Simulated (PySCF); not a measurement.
# V: excitation energy

V [Ar] 3d3 4s2 (4F) → V [Ar] 3d4 4s1 (6D), as a difference of total energies. Calculation: PySCF 2.14, in x2c-QZVPPall; scalar relativity by spin-free X2C-1e. Correlated levels: valence: [Ar] frozen. The calculations carry no spin-orbit coupling.

```
           method  excitation energy (eV)
              UHF                   0.403
    MP2 (valence)                   0.373
SCS-MP2 (valence)                   1.184
   CCSD (valence)                   0.533
CCSD(T) (valence)                   0.549
```

Errors of the correlated levels include the incompleteness of this basis and the frozen core.

Which method comes closest to the reference value, and which is furthest?

The reference is 0.245 eV (measured; NIST levels, between the centres of gravity of the two terms). Closest: MP2 (valence) (error 0.128 eV); furthest: SCS-MP2 (valence) (error 0.939 eV).
